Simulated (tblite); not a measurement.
Compound: C5H14N2Si2.
Structure used (GFN2-xTB), in Å, numbered top down from 1:
```
atom  x, y, z in Å
C1     3.945   -0.013   -0.848
C2     2.489   -0.305   -0.702
C3     1.795   -0.203    0.423
Si4   -0.036   -0.581    0.613
C5    -1.021    0.963    1.132
C6    -2.515    0.817    0.828
N7    -2.815    0.735   -0.584
Si8   -2.297   -0.656   -1.453
N9    -0.702   -1.080   -0.906
H10    4.101    0.758   -1.604
H11    4.477   -0.906   -1.176
H12    4.372    0.325    0.093
H13    1.991   -0.622   -1.610
H14    2.321    0.115    1.316
H15   -0.230   -1.632    1.636
H16   -0.900    1.144    2.201
H17   -0.650    1.852    0.618
H18   -3.070    1.663    1.252
H19   -2.891   -0.096    1.297
H20   -2.662    1.626   -1.032
H21   -3.244   -1.731   -1.134
H22   -2.234   -0.320   -2.874
H23   -0.229   -1.827   -1.384
```

Calculated harmonic vibrations of the isolated species, GFN2-xTB (tblite), most abundant isotopes, no scaling. Errors from tens to a few hundred cm⁻¹ against measured bands are possible. Modes of hydrogen on silicon can be 10 to 20 % off. One conformer, not necessarily the lowest.

Harmonic wavenumbers (cm⁻¹): 30.9, 48.0, 77.1, 119.2, 140.1, 163.0, 225.0, 250.1, 258.4, 280.5, 308.7, 391.4, 408.3, 456.6, 528.0, 561.1, 581.9, 633.5, 645.7, 664.5, 696.7, 706.8, 752.8, 775.2, 789.1, 809.4, 842.0, 947.9, 981.1, 987.5, 1010.8, 1011.4, 1037.9, 1096.4, 1101.7, 1141.9, 1167.0, 1199.1, 1244.0, 1294.9, 1304.1, 1333.9, 1372.6, 1397.0, 1475.9, 1477.4, 1482.3, 1496.8, 1692.2, 2115.9, 2205.3, 2265.9, 2896.0, 2959.1, 2968.7, 2983.0, 2992.1, 3007.1, 3027.1, 3035.0, 3051.4, 3440.6, 3486.9.

A = 2187, B = 633.0, C = 549.6 MHz; mass 158.070 u (most abundant isotopes); point group C1, symmetry number 1.

Task: What is the zero-point energy?

Result: Half the sum of the wavenumbers: 39916 cm⁻¹ = 114.12 kcal/mol.

Task: Entropy at 298.15 K, 1 bar (ideal gas, RRHO, classical rotation)?

Result: Translation 41.11, rotation 30.42, vibration 39.43: S = 111.0 cal/(mol K).

Task: And Cp and H(298.15 K) − H(0)?

Result: Cp = 48.45 cal/(mol K), of which vibrations give 40.50 (their classical limit is 63 R = 125.2); H(298.15 K) − H(0) = 8.46 kcal/mol without the zero-point energy, 6.09 from vibrations.

Task: How do the functions run with temperature in this model?

Result: 
| T (K) | S (cal/(mol K)) | Cp (cal/(mol K)) | H − H(0) (kcal/mol) | G − H(0) (kcal/mol) | ln q(vib) |
| --- | --- | --- | --- | --- | --- |
| 50 | 62.5 | 15.0 | 0.56 | -2.57 | 1.00 |
| 100 | 75.1 | 22.0 | 1.49 | -6.03 | 2.69 |
| 373.15 | 122.9 | 57.8 | 12.45 | -33.40 | 12.15 |
| 500 | 141.7 | 71.0 | 20.66 | -50.20 | 16.46 |
| 750 | 174.2 | 89.2 | 40.86 | -89.81 | 24.57 |
| 1000 | 201.6 | 101.0 | 64.72 | -136.88 | 32.04 |

q(vib) and H(0) count from the zero-point level.

Task: Blend soft modes into free rotors: weight 1/[1 + (100 cm⁻¹/ν̃)⁴] for the oscillator and the rest for a rotor with moment μB/(μ + B), μ = h/(8π²ν), B = 10⁻⁴⁴ kg m². What vibrational entropy results?

Result: 35.64 cal/(mol K) in place of 39.43, which changes −T·S at 298.15 K by +1.13 kcal/mol.

Task: Which modes carry the vibrational entropy at 298.15 K?

Result: 30.9 cm⁻¹: 5.77; 48.0 cm⁻¹: 4.90; 77.1 cm⁻¹: 3.96; 119.2 cm⁻¹: 3.11; 140.1 cm⁻¹: 2.80; 163.0 cm⁻¹: 2.51 cal/(mol K); the other 57 give 16.37 together.

Task: What must be added to the electronic energy to get the Gibbs energy at 298.15 K and 1 bar?

Result: ZPE + [H(298.15 K) − H(0)] − T·S = 114.12 + 8.46 − 33.08 = 89.50 kcal/mol.

Hindered rotation and anharmonicity are outside this model. Other conformers, if any are populated, would add a mixing term that is left out. The structure is chiral; the term R ln 2 for an equal mix with its mirror image is left out.
